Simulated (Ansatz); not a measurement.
`[OH][MgH]` + HBr → `[MgH][Br]` + H₂O at 298.15 K and 1 bar (ligand exchange at a Mg–O bond).

Calculated with Ansatz (gas phase, PBE0-D4/def2-TZVP geometries, no zero-point term in ΔE). CCSD(T)/CBS adds triple-zeta CCSD(T) − MP2 to the extrapolated MP2 energy (def2 sets, frozen cores). This one scheme is used for every species. For Br, Mg outer-core shells are correlated without core-valence functions, which leaves a few kJ/mol of doubt a bond. Scalar relativity is left out up to krypton.

```json
{"species": "`[OH][MgH]`", "CCSD(T)/CBS energy (Eh)": "-276.29839", "H − E (kJ/mol)": "59.0", "S (J/(mol·K))": "252.1"}
{"species": "HBr", "CCSD(T)/CBS energy (Eh)": "-2573.91920", "H − E (kJ/mol)": "24.6", "S (J/(mol·K))": "198.6"}
{"species": "`[MgH][Br]`", "CCSD(T)/CBS energy (Eh)": "-2773.87245", "H − E (kJ/mol)": "27.7", "S (J/(mol·K))": "251.3"}
{"species": "H₂O", "CCSD(T)/CBS energy (Eh)": "-76.37941", "H − E (kJ/mol)": "66.4", "S (J/(mol·K))": "188.7"}
```

H − E and S are ideal-gas, rigid-rotor, harmonic terms from PBE0-D4/def2-TZVP. 1 Eh = 2625.50 kJ/mol, R = 8.31446 J/(mol·K).

**Question.** By hand: ΔE, ΔH, ΔS and ΔG.

**Answer.** ΔE = (-2773.87245) + (-76.37941) − (-276.29839) − (-2573.91920) = -0.03427 Eh = -90.0 kJ/mol. Δ(H − E) = 27.7 + 66.4 − 59.0 − 24.6 = 10.5, so ΔH = -79.5 kJ/mol. ΔS = 251.3 + 188.7 − 252.1 − 198.6 = -10.7 J/(mol·K). ΔG = -79.5 − 298.15 × (-10.7)/1000 = -76.3 kJ/mol.

**Question.** By hand: the equilibrium constant, and the temperature at which ΔG would vanish if ΔH and ΔS stayed fixed.

**Answer.** log₁₀ K = −ΔG/(RT ln 10) = 13.4. ΔG = 0 at ΔH/ΔS = 7430 K, far beyond where these terms or the molecules hold.

The number of gas molecules stays the same, so ΔS is small and ΔH decides. A doubt of 5 kJ/mol in ΔE shifts log₁₀ K by 0.9 here. These are equilibria of isolated gas molecules and say nothing of rates. Largest T1 diagnostic: 0.010 (customary marks: 0.02 for closed shells, 0.045 for open ones).
